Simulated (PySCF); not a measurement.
## Al⁺ (aluminium, charge +1): wB97X-V calculation

Configuration: [Ne] 3s1 3d1, high-spin 3D determinant (an excited configuration). Calculation: PySCF 2.14, in x2c-TZVPPall with one added diffuse shell each of s, p, d type (6s6p4d1f, 51 functions); the spin-free X2C one-electron Hamiltonian (Gaussian nucleus).

* Total energy: -242.1158 hartree
* One-electron energy: -331.1455 hartree
* Hartree (Coulomb) energy: 107.2893 hartree
* Exchange-correlation energy: -18.2596 hartree
* ⟨S²⟩: 2.0000
* ⟨L²⟩: 6.000
* Sum of ⟨r⟩: 11.55 bohr
* Sum of ⟨r²⟩: 30.23 bohr²
* Traceless quadrupole moment −½Σ⟨3z² − r²⟩ along its main axis: 5.87 e·bohr²
* Langevin diamagnetic susceptibility: -23.9 ×10⁻⁶ cm³/mol

```
shell  electrons  mean orbital energy (hartree)  spread (hartree)  rms radius, mean of both spins (bohr)
 1s α          1                      -56.70082                 0                                  0.139
 1s β          1                      -56.69581                 0                                  0.139
 2s α          1                       -4.76718                 0                                  0.681
 2s β          1                       -4.75802                 0                                  0.681
 2p α          3                       -3.29267           0.00267                                  0.675
 2p β          3                       -3.28583           0.00326                                  0.675
 3s α          1                       -0.77021                 0                                   2.45
 3d α          1                       -0.26041                 0                                   4.53
```

The outer electron is Rydberg-like, and this basis confines it to a smaller radius and binds it less than a complete one would.

Densities and radii are taken from the X2C orbitals without a picture-change correction, which distorts them close to the nucleus.
